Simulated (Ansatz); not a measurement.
Ideal-gas functions of CH2ClInSe, SMILES `[Cl][In]1[CH2][Se]1` at 500 K and 1 bar, from an Ansatz frequency run at PBE0-D4/def2-TZVP.

Molar mass 243.26 g/mol, point group Cs (symmetry number 1), electronic degeneracy 1, moments of inertia 72.435, 573.217, 642.329 u Å². Harmonic wavenumbers (cm⁻¹, unscaled): 67, 95, 221, 378, 457, 603, 652, 893, 932, 1390, 3134, 3232.

Use S(trans) = R[1.5 ln M + 2.5 ln T − 1.1517]; rotational temperatures θ = 24.2544 K / I; S(rot) = R[ln(√π/σ · √(T³/θAθBθC)) + 1.5]; for each mode x = 1.438777 ν̃/T, S = R[x/(eˣ − 1) − ln(1 − e⁻ˣ)] and H = RT x/(eˣ − 1); 1 cm⁻¹ = 0.0119627 kJ/mol; R = 8.31446 J/(mol·K).

Problem. By hand: the entropy, in J/(mol·K).

Solution. Translation 188.1. Rotation: θ = 0.3348, 0.0423, 0.0378 K, giving 126.1. Vibration, mode by mode: 22.01, 19.12, 12.22, 8.01, 6.61, 4.70, 4.20, 2.43, 2.23, 0.77, 0.01, 0.01, in all 82.3. Electronic 0.0. Sum 396.5 J/(mol·K).

Problem. By hand: H − E and G − E in kJ/mol, counted from the electronic energy.

Solution. Zero-point energy ½ × 12054 × 0.0119627 = 72.1; thermal vibration 19.6; translation, rotation and pV give 4 RT = 16.6. H − E = 108.3 kJ/mol, and G − E = 108.3 − 500 × 396.5/1000 = -90.0 kJ/mol.

Vibration gives 21 % of the entropy, 41.1 J/(mol·K) of it from the modes under 150 cm⁻¹: soft modes count most, and the harmonic formula is weakest for them.
